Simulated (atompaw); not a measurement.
## Logarithmic derivatives: nickel (Ni), PAW (atompaw)

```
Element                 : nickel
Generator               : atompaw 4.2.0.5
Type                    : PAW
Functional              : LDA (PW92)
Relativity              : scalar-relativistic
Frozen core             : [Ne]
Valence charge          : 18
Reference configuration : 3s2 3p6 3d8 4s1.5 4p0 (charge +0.5)
Partial waves           : 3s (bound): rc 1.00 bohr; 4s (bound): rc 1.20 bohr; 3p (bound): rc 0.85 bohr; 4p (bound, empty): rc 1.20 bohr; 3d (bound): rc 1.20 bohr; 3d channel at -0.5 Ry: rc 1.10 bohr
Local potential         : troulliermartins scheme with l = 3 at 0.5 Ry, radius 0.95 bohr
Core correction         : smooth core density matched at 0.95 bohr
Augmentation charge     : besselshape compensation charge, radius 1.00 bohr; PAW radius 1.20 bohr; waves and projectors: custom polynom2 7 10 vanderbiltortho
```

The phase is arctan(r·u′/u) with u = r·R(r), unwrapped; energies in Ry, scanned from -10 to 5 Ry. A pole is an energy at which the radial function vanishes at the test radius. The pseudo phase is shifted by a multiple of π to meet the all-electron one at the reference energy, and phase errors are pseudo minus all-electron; the curves can meet again beyond the range given. Levels narrower than the energy grid can be missing from the lists of poles.

```csv
channel,radius (bohr),reference energy (Ry),"poles, all-electron","poles, pseudo",unbroken range about the reference energy with phases within 0.05 rad,phase error 1 Ry above the reference energy (rad)
s,1.21,-0.70,-6.70,-6.71,below 4.3,-0.000
p,1.21,-0.32,-3.52,"-9.31, -3.42",-6.2 to 4.0,+0.002
d,1.21,-0.99,1.40,"1.25, 1.61",below 1.3,+0.000
```

A Bessel basis up to 400 Ry misses an occupied level by 1.12 Ry, so cutoffs and ghosts were not judged.

Phases in the p channel:

| E (Ry) | all-electron | pseudo |
| --- | --- | --- |
| -10.00 | 1.155 | 1.770 |
| -9.76 | 1.138 | 1.694 |
| -9.52 | 1.118 | 1.625 |
| -9.28 | 1.095 | 1.562 |
| -9.04 | 1.068 | 1.502 |
| -8.80 | 1.036 | 1.444 |
| -8.56 | 0.998 | 1.384 |
| -8.32 | 0.951 | 1.320 |
| -8.08 | 0.893 | 1.249 |
| -7.84 | 0.818 | 1.167 |
| -7.60 | 0.721 | 1.064 |
| -7.36 | 0.590 | 0.929 |
| -7.12 | 0.414 | 0.742 |
| -6.88 | 0.179 | 0.472 |
| -6.64 | -0.111 | 0.106 |
| -6.40 | -0.419 | -0.304 |
| -6.16 | -0.694 | -0.652 |
| -5.92 | -0.911 | -0.901 |
| -5.68 | -1.072 | -1.072 |
| -5.44 | -1.192 | -1.192 |
| -5.20 | -1.282 | -1.279 |
| -4.96 | -1.352 | -1.347 |
| -4.72 | -1.407 | -1.400 |
| -4.48 | -1.452 | -1.444 |
| -4.24 | -1.489 | -1.480 |
| -4.00 | -1.520 | -1.511 |
| -3.76 | -1.547 | -1.538 |
| -3.52 | -1.571 | -1.562 |
| -3.28 | -1.591 | -1.583 |
| -3.04 | -1.610 | -1.603 |
| -2.80 | -1.627 | -1.620 |
| -2.56 | -1.642 | -1.637 |
| -2.32 | -1.656 | -1.652 |
| -2.08 | -1.669 | -1.666 |
| -1.84 | -1.682 | -1.679 |
| -1.60 | -1.693 | -1.691 |
| -1.36 | -1.704 | -1.703 |
| -1.12 | -1.715 | -1.714 |
| -0.88 | -1.726 | -1.725 |
| -0.64 | -1.736 | -1.736 |
| -0.40 | -1.746 | -1.746 |
| -0.16 | -1.755 | -1.755 |
| 0.08 | -1.765 | -1.765 |
| 0.32 | -1.774 | -1.774 |
| 0.56 | -1.784 | -1.783 |
| 0.80 | -1.794 | -1.792 |
| 1.04 | -1.804 | -1.800 |
| 1.28 | -1.813 | -1.809 |
| 1.52 | -1.823 | -1.817 |
| 1.76 | -1.834 | -1.825 |
| 2.00 | -1.844 | -1.833 |
| 2.24 | -1.855 | -1.842 |
| 2.48 | -1.866 | -1.850 |
| 2.72 | -1.878 | -1.858 |
| 2.96 | -1.890 | -1.866 |
| 3.20 | -1.903 | -1.874 |
| 3.44 | -1.916 | -1.882 |
| 3.68 | -1.930 | -1.890 |
| 3.92 | -1.945 | -1.898 |
| 4.16 | -1.961 | -1.906 |
| 4.40 | -1.978 | -1.914 |
| 4.64 | -1.996 | -1.922 |
| 4.88 | -2.015 | -1.930 |
